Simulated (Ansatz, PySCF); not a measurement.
This PySCF input computes a CCSD(T)/cc-pVDZ energy:

```python
from pyscf import gto, scf, mp, cc as ccmod

mol = gto.M(
    atom='''
    C    -0.74598462    0.07954784    0.23255547
    F     0.73298763   -0.10811036   -0.07052530
    H    -0.92133566    1.08748682   -0.22113066
    H    -1.19964527   -0.59178060   -0.53947446
    ''',
    basis='cc-pvdz',
    charge=-1,
    spin=0,
    verbose=4,
)

mf = scf.RHF(mol)
mf.conv_tol = 1e-10
mf.max_cycle = 100
mf.kernel()
mp2 = mp.MP2(mf, frozen=2).run()
cc = ccmod.CCSD(mf, frozen=2)
cc.max_cycle = 100
cc.kernel()
et = cc.ccsd_t()
print(f'E(CCSD(T)) = {cc.e_tot + et:.9f}')
```

Question: Write an input for the same energy in Ansatz (a program for electronic structure) and say what it gives.

Answer: 
Ansatz 0.2 input:
```yaml
crystal:
  periodic: [false, false, false]
  atoms:
    - {symbol: C, position_ang: [-0.74598462, 0.07954784, 0.23255547]}
    - {symbol: F, position_ang: [0.73298763, -0.10811036, -0.07052530]}
    - {symbol: H, position_ang: [-0.92133566, 1.08748682, -0.22113066]}
    - {symbol: H, position_ang: [-1.19964527, -0.59178060, -0.53947446]}
basis:
  gaussian:
    orbitals: cc-pVDZ
total_charge: -1
magnetization: {spin_polarized: false}
correlation: {method: ccsd_t, electrons: outside_noble_gas}
```
It gives -138.71011 Eh, and PySCF -138.71011 Eh, a difference of 0.00 mEh.

It need not be the lowest isomer of its formula. Whether it binds its extra electron was not tested at this geometry.
